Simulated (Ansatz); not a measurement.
```yaml
crystal:
  periodic: [false, false, false]
  atoms:
    - {symbol: Si, position_ang: [-1.443940, 2.417622, -2.143093]}
    - {symbol: B, position_ang: [0.519658, -0.715013, 0.372877]}
    - {symbol: C, position_ang: [0.934206, -2.739598, 2.500833]}
    - {symbol: O, position_ang: [3.461879, -1.186353, 1.333538]}
    - {symbol: H, position_ang: [-3.020531, 0.611393, -4.745994]}
    - {symbol: H, position_ang: [-3.083740, 4.294623, -0.202749]}
    - {symbol: H, position_ang: [0.932891, 4.523294, -3.763412]}
    - {symbol: H, position_ang: [1.348633, -5.151414, 2.068789]}
    - {symbol: H, position_ang: [1.066257, -2.136049, 5.048356]}
basis:
  gaussian: {orbitals: def2-SVPD}
hamiltonian: {xc: {name: B2GP-PLYP}}
output: {forces: true}
```

```sh
$ ansatz run in.yaml --threads 2 --pin off --events-out ev --progress --plain --max-ram 4352MiB
```

It prints (some lines left out):

```
Functional definition: B2GP-PLYP
1247 factors; integrals over basis functions are off by at most 4.4e-4 eV
mean field evaluation 1: about -11622.1792 eV, gradient 8.4e1 eV
mean field evaluation 2: about -11622.1909 eV, gradient 8.3e1 eV
mean field evaluation 4: about -11489.5307 eV, gradient 1.5e2 eV
mean field evaluation 8: about -11629.6882 eV, gradient 7.8e1 eV
mean field evaluation 16: about -11656.2511 eV, gradient 1.4e0 eV
mean field evaluation 32: about -11656.2485 eV, gradient 2.0e0 eV
mean field evaluation 64: about -11654.6505 eV, gradient 1.1e1 eV
mean field -11656.33648637 eV, -428.3624649255 hartree, gradient 3.1e-6 eV, S^2 0.000000; 7 other end points of the search recorded, 0 dependent functions left out; unrestricted orbitals would lower it
8 core orbitals not correlated: weight in the atoms' cores, before any rotation towards them, 1.000 or more for the frozen orbitals, at most 0.000 for the correlated occupied ones
reference -11656.33673737 eV, -428.3624741494 hartree; 11, 11 occupied and 108, 108 virtual orbitals, 1247 factors
second order -24.47059761 eV of doubles, -0.00000000 eV of singles
Total energy: -11665.14615251 eV, -428.6862141845 hartree
Atom 0 at    -1.443940     2.417622    -2.143093 Å, force    -0.607656     1.018688     0.405750 eV/Å
Atom 1 at     0.519658    -0.715013     0.372877 Å, force     1.516614    -0.653312     0.928434 eV/Å
Atom 2 at     0.934206    -2.739598     2.500833 Å, force     0.205901    -0.689064     0.434652 eV/Å
Atom 3 at     3.461879    -1.186353     1.333538 Å, force    -1.582871    -0.037924    -0.246645 eV/Å
Atom 4 at    -3.020531     0.611393    -4.745994 Å, force     0.115796     0.204558     0.308168 eV/Å
Atom 5 at    -3.083740     4.294623    -0.202749 Å, force     0.798815    -0.945336    -1.002057 eV/Å
Atom 6 at     0.932891     4.523294    -3.763412 Å, force    -0.341634    -0.273117     0.262991 eV/Å
Atom 7 at     1.348633    -5.151414     2.068789 Å, force    -0.169335     1.867980     0.463667 eV/Å
Atom 8 at     1.066257    -2.136049     5.048356 Å, force     0.064371    -0.492471    -1.554960 eV/Å
Dipole moment:    -1.711589     0.474285    -0.887122 e Å
```

Task: What is wrong with this run?

Result: The geometry is stretched to more than twice its size. The calculation finished and met its thresholds. The result belongs to that input, not to the molecule as meant.
